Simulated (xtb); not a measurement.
C4H10Si2, SMILES C#C[SiH2][SiH2]CC. All values are semi-empirical tight-binding results from xtb (GFN2-xTB unless named), good for trends rather than for accurate numbers. Coordinates come from a GFN2-xTB optimisation. The structure was generated by enumeration, and PubChem lists no compound with its InChIKey, so it may never have been made. The values are those of a single conformer.

- orbital gap = 4.14 eV
- dipole moment = 0.48 D
- zero-point energy = 72.7 kcal/mol
- G − E(el) at 298.15 K (modified RRHO) = 50.1 kcal/mol
- static polarisability (D4 model) = 101.7 bohr³
- solvation energy, GFN2-xTB/ALPB(water) = -1.1 kcal/mol
- solvation energy, GFN2-xTB/ALPB(acetonitrile) = -5.0 kcal/mol
